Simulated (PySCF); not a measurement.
NdC: frontier orbitals

PBE0 at R = 1.853 Å; PySCF, spin-free X2C with a Gaussian nucleus, basis sets Nd x2c-SVPall, C x2c-SVPall. State: septet, about 3.4 electrons in the 4f shell (Mulliken), real f orbitals that mix terms, a second solution, started from another occupation. Only the outer orbitals are listed, counted within each symmetry.

```tsv
spin	orbital	occ.	ε (eV)	on Nd (%)	main shells (%)
α	13σ	1	-13.52	23	76 C s, 10 Nd d
α	7π	1	-8.31	76	70 Nd f, 24 C p
α	1φ	1	-8.03	94	93 Nd f
α	3δ	1	-7.97	100	100 Nd f
α	8π	1	-6.81	59	40 C p, 32 Nd f, 26 Nd d
α	14σ	1	-6.77	46	48 C p, 22 Nd d, 18 Nd f
α	7π	1	-6.22	48	52 C p, 33 Nd d, 13 Nd f
α	15σ	1	-3.91	96	77 Nd s, 12 Nd p
α	16σ	0	-1.69	97	69 Nd f, 25 Nd d
α	3δ	0	-1.20	100	98 Nd d
α	8π	0	-1.20	100	84 Nd f, 15 Nd d
β	6π	1	-23.45	100	100 Nd p
β	13σ	1	-11.08	25	75 C s, 12 Nd d
β	7π	1	-5.75	40	60 C p, 31 Nd d
β	7π	0	-2.81	48	52 C p, 41 Nd d
β	14σ	0	-2.16	63	35 C p, 34 Nd d, 12 Nd p
β	15σ	0	-1.55	92	72 Nd s, 16 Nd p
```

Q: Which are the highest filled and the lowest empty level, where do they sit, and how wide is the gap?

A: Highest filled α 15σ at -3.91 eV (in %: 77 Nd s, 12 Nd p); lowest empty β 7π at -2.81 eV (in %: 52 C p, 41 Nd d); the gap at PBE0 is 1.10 eV.

The bond order (Mayer) is 2.37 and the ⟨S²⟩ is 12.007. The charge on Nd (Mulliken, basis-dependent) is 0.16, the charge on Nd (Löwdin, basis-dependent) is -0.03 and the dipole moment (positive dipole means Nd(−)C(+)) is -2.59 D.

Spin–orbit coupling is left out.
